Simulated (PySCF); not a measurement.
Write a Z-matrix for InChI=1S/C10H10S/c1-2-8-4-3-5-9-6-11-7-10(8)9/h3-7H,2H2,1H3 as optimised with PBE0-D3(BJ)/def2-SVP.

Z-matrix in Å and degrees, rows numbered from 1:
```
C 
C   1  1.5281
C   2  1.5024  1  113.15
C   3  1.3725  2  122.00  1  -100.69
C   4  1.4281  3  122.45  2   177.84
C   5  1.3671  4  121.30  3     0.15
C   6  1.4268  5  118.92  4     0.14
C   7  1.3889  6  128.39  5   179.34
S   8  1.7006  7  111.27  6  -179.64
C   9  1.7014  8   93.69  7    -0.05
C  10  1.3900  9  111.39  8     0.07
H   1  1.1004  2  110.73  3    61.06
H   1  1.1004  2  111.48  3   -58.34
H   1  1.1008  2  111.12  3  -178.85
H   2  1.1013  1  109.45  3  -121.70
H   2  1.1035  1  109.59  3   122.35
H   4  1.0937  3  118.90  2    -2.19
H   5  1.0927  4  118.80  3  -179.95
H   6  1.0921  5  121.23  4   179.95
H   8  1.0886  7  127.97  6     0.28
H  10  1.0881  9  120.15  8   179.83
```

The 10 C–C bonds span 1.367 Å (C5–C6, aromatic) to 1.528 Å (C1–C2, drawn single), a spread of 0.161 Å. Of the pairs four or more bonds apart, C10···H16 is among the closest relative to their van der Waals radii: 2.84 Å, 98 % of the sum of Bondi's values. The 5-membered ring C7–C8–S9–C10–C11 has internal angles of 93.7° to 112.0° (sum 540°, against 540° for a flat polygon); it is planar, 0.00 Å rms from its mean plane, widest ring torsion 0°. The 6-membered ring C3–C4–C5–C6–C7–C11 has internal angles of 117.6° to 122.5° (sum 720°, against 720° for a flat polygon); it is planar, 0.00 Å rms from its mean plane, widest ring torsion 0°.

Method: PBE0-D3(BJ)/def2-SVP geometry optimisation, gas phase (PySCF).

Point group: C1 (no symmetry element, even within 0.4 Å). Stationary, but not proved a minimum. One conformer, not necessarily the lowest (C1–C2–C3–C4 -101°).

Hardware: Arm Neoverse V2, one thread, shared host. Cost: 2.0 min wall. That covers the optimisation of the geometry.
